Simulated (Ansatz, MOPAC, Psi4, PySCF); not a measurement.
Pair of molecules: CH2O2 (SMILES O=CO) (first 5 atoms) with H2Se (SMILES [SeH2]); geometry from B3LYP-D3(BJ)/def2-TZVP, rigid monomers moved along the line of their centres of mass till H5···Se6 is 3.47 Å.
(charge 0, multiplicity 1):
```xyz
8

O      1.06929    -0.99984     0.84770
C      0.46778    -0.55172    -0.09122
O     -0.59998     0.24658    -0.02903
H      0.72738    -0.74761    -1.14022
H     -0.82289     0.41492     0.91342
Se    -1.37663     0.79608     4.31561
H     -0.24100    -0.09425     4.02478
H     -2.30714    -0.34218     4.35878
```

Monomers are frozen at their geometry in the pair; levels with a basis set take the counterpoise correction.

Frozen-core correlation. Filled d and f shells under p-block atoms count as core. Rows in 6-31G* carry no dispersion term and start afresh at each structure (6-31G* with six Cartesian d functions); the Pople sets are all-electron and without relativity. The state that PM3, PM7 reach isn't checked; PM7 holds dispersion and hydrogen-bond terms.

The values were computed with Ansatz (an electronic-structure program); MOPAC for PM3, PM7 (differences of heats of formation); Psi4 for SAPT; PySCF for 6-31G* rows, the dispersion terms. Values without a source in brackets are computed.

```csv
level,interaction energy (kJ/mol)
PM3,-6.4
PM7,-3.9
HF/6-31G*,-7.5
PBE/def2-TZVPPD,-9.5
r2SCAN/def2-TZVPPD,-9.7
B3LYP/def2-TZVPPD,-7.3
B3LYP-D3(BJ)/def2-TZVPPD,-10.6
PBE0-D3(BJ)/def2-TZVPPD,(withheld)
SAPT0/aug-cc-pVDZ,-10.6
```

Q: Complete the blanks.

A: 
- PBE0-D3(BJ)/def2-TZVPPD, interaction energy (kJ/mol): -11.3
